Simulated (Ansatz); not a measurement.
Basis-set extrapolation for C2H8S2Si (`C[SiH2]SSC`) (PBE0-D4/def2-TZVP geometry, frozen core, Ansatz). Multiplicity 1, RHF reference.

```tsv
	cc-pV(T+d)Z	cc-pV(Q+d)Z
HF	-1164.510769	-1164.526331
MP2 correlation	-0.834710	-0.898311
CCSD(T) correlation	-0.944312	not run
```

Energies in hartree. Use E(X) = E(∞) + A·exp(−5.46·√X) for Hartree–Fock and E(X) = E(∞) + B·X^(−3.05) for correlation, with X = 3 and 4, and add CCSD(T) minus MP2 of the smaller set to the MP2 limit.

What is the CCSD(T) energy at the basis-set limit?

HF limit: -1164.526331 + (-0.015562) × 0.30130 = -1164.53102. MP2 limit: -0.898311 + (-0.063601) × 0.71189 = -0.94359. Higher-order term: -0.944312 − (-0.834710) = -0.10960. Total: -1165.58421 hartree, 3.51 eV below CCSD(T)/cc-pV(T+d)Z.
